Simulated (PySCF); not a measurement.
C2H9FSi2, SMILES C[SiH2][Si@H](C)F.

Coordinates come from a PBE0-D3(BJ)/def2-SVP optimisation. The structure was generated by enumeration; whether it is a known compound was not checked. Other conformers were not sampled.

Level of theory: PBE0-D3(BJ)/def2-SVP (PySCF).

Frequencies are harmonic and unscaled.

```csv
mode,ν (cm⁻¹),IR (km/mol),moving atoms (share of kinetic energy)
1,40,0.1,"C 37 %, H 32 %, Si 17 %, F 14 %"
2,90,1.3,"C 43 %, H 26 %, F 18 %, Si 13 %"
3,138,1.4,"H 75 %, Si 12 %, C 12 %"
4,162,0.3,H 93 %
5,184,1.7,"H 58 %, Si 25 %, C 13 %"
6,207,3.4,"F 44 %, Si 24 %, C 20 %, H 12 %"
7,244,7.5,"Si 30 %, F 28 %, H 28 %, C 14 %"
8,417,3.9,"H 50 %, Si 44 %"
9,445,7.0,"H 50 %, Si 48 %"
10,576,12.7,H 97 %
11,659,19.0,"H 77 %, C 21 %"
12,672,27.9,"H 71 %, C 20 %"
13,700,67.6,"C 40 %, Si 34 %, H 25 %"
14,719,13.0,"H 64 %, C 18 %, Si 15 %"
15,760,54.1,"H 56 %, C 23 %, Si 19 %"
16,824,87.5,"H 65 %, F 23 %"
17,850,285.3,"H 61 %, Si 14 %, F 12 %, C 12 %"
18,883,33.8,"H 78 %, C 17 %"
19,908,65.6,"H 70 %, Si 15 %, C 11 %"
20,910,10.4,"H 59 %, Si 24 %, F 12 %"
21,935,117.2,"H 79 %, Si 14 %"
22,1261,9.7,"H 79 %, C 21 %"
23,1263,32.6,"H 78 %, C 21 %"
24,1421,5.3,H 96 %
25,1428,6.9,H 96 %
26,1433,2.7,H 96 %
27,1435,7.2,H 96 %
28,2207,84.1,H 97 %
29,2209,84.7,H 97 %
30,2218,163.0,H 96 %
31,3055,0.7,H 97 %
32,3060,3.2,H 97 %
33,3159,2.1,"H 91 %, C 9 %"
34,3166,1.9,"H 91 %, C 9 %"
35,3168,0.9,"H 91 %, C 9 %"
36,3169,0.6,"H 91 %, C 9 %"
```
